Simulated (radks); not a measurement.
Radial electron density D(r) = 4 pi r^2 rho(r) of an atom or ion with 65 electrons. All-electron calculation, scalar-relativistic Kohn-Sham, LDA (Slater exchange, VWN5 correlation), spin-polarised, spherical densities, finite nucleus; Fermi nuclear charge, rms radius of each element as measured or else 0.836 A^(1/3) + 0.57 fm. Program: a radial shooting solver on a logarithmic mesh with Libxc functionals.

r (bohr),D(r) (e/bohr),spin D(r)
0.003027,24.91,0.00115
0.004102,36.80,0.00165
0.005559,51.70,0.00221
0.007595,68.34,0.00268
0.01029,82.06,0.00272
0.01406,88.43,0.00198
0.01906,85.07,0.000540
0.02583,78.67,-0.000580
0.03529,83.47,0.000507
0.04782,103.8,0.00361
0.06533,117.9,0.00419
0.08854,103.4,0.00721
0.12,88.87,0.0680
0.1639,102.4,0.346
0.2222,92.70,1.09
0.3011,53.12,2.56
0.4114,49.84,4.33
0.5575,52.15,4.91
0.7616,29.55,3.94
1.032,15.46,2.41
1.399,9.786,1.00
1.911,4.298,0.326
2.59,1.311,0.347
3.51,0.4833,0.361
4.796,0.1754,0.166
6.5,0.02983,0.0292
8.879,0.001433,0.00141

What is the nuclear charge?

Answer. Z = 66. The innermost maximum, from 1s, lies near gamma/Z bohr with gamma = sqrt(1 - (Z/c)^2) = 0.876, here 0.0133 bohr (found: 0.0145), and its height grows with Z. The density is that of the dysprosium ion Dy+ in [Xe] 4f10 6s1; the configuration itself is not fixed sharply by these data, and Z only to a few units. D(r) has 4 maxima, at r = 0.0145, 0.0653, 0.182, 0.494 bohr, and minima at 0.0280, 0.119, 0.353 bohr, inside which lie 1.94, 11.14, 29.45 electrons.
